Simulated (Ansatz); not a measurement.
A nudged elastic band was laid between two geometries of BFH4SSi (8 atoms, charge 0, multiplicity 1).

Theory: Ansatz, RKS PBE0/def2-SVP.

* movable images: 9
* climbing image: yes
* spring: 5.0 eV/Å²
* optimiser: quadratic models (default)
* start path: IDPP
* force threshold: 0.03 eV/Å
* iteration limit: 60
* end points: relaxed

Initial state:

```xyz
8
Properties=species:S:1:pos:R:3
F -0.379 -0.802 1.721
B -0.278 -0.580 0.413
Si 0.577 1.129 -0.283
S -0.899 -1.810 -0.741
H 0.526 1.189 -1.775
H -0.132 2.324 0.274
H 2.008 1.195 0.152
H -1.331 -2.701 0.183
```

Final state:

```xyz
8
Properties=species:S:1:pos:R:3
F 0.543 -1.835 0.372
B -0.159 -0.712 0.241
Si 0.716 0.978 -0.478
S -1.896 -0.704 0.705
H 1.249 0.733 -1.855
H -0.259 2.110 -0.534
H 1.863 1.374 0.399
H -1.964 -2.000 1.093
```

Q: What changes between the two ends?

A: No bond is made or broken. The dihedral S4–B2–Si3–H6 goes from 124 to 0°. The two ends are copies of one structure, up to a mirror image or an exchange of like atoms.

Q: Give the energies along the band, and the barrier.

A: The forces met the threshold. The highest image is number 5 of 0 to 10, 0.6 kcal/mol above the ends, which have the same energy within 2 meV. A vibrational analysis at the climbing image gives one clearly imaginary mode, 78i cm⁻¹: a first-order saddle point.

```csv
image,path coordinate (Å),energy (kcal/mol),dihedral S4–B2–Si3–H6 (°)
0,0.00,0.0,124
1,0.33,0.0,111
2,0.66,0.1,99
3,0.98,0.3,86
4,1.31,0.5,74
5,1.64,0.6,61
6,1.97,0.5,49
7,2.31,0.4,37
8,2.64,0.2,24
9,2.97,0.0,12
10,3.31,0.0,0
```

Q: What is the geometry of the highest image?

A: 
```xyz
8
Properties=species:S:1:pos:R:3
F 0.370 -1.334 1.375
B -0.174 -0.654 0.370
Si 0.695 1.055 -0.324
S -1.696 -1.261 -0.372
H 0.993 0.931 -1.786
H -0.232 2.217 -0.146
H 1.968 1.338 0.406
H -1.831 -2.349 0.422
```

Time of the run: 99 s on 1 thread of AMD EPYC 9R45 96-Core Processor (Zen 5) (shared host), peak memory 0.18 GiB.
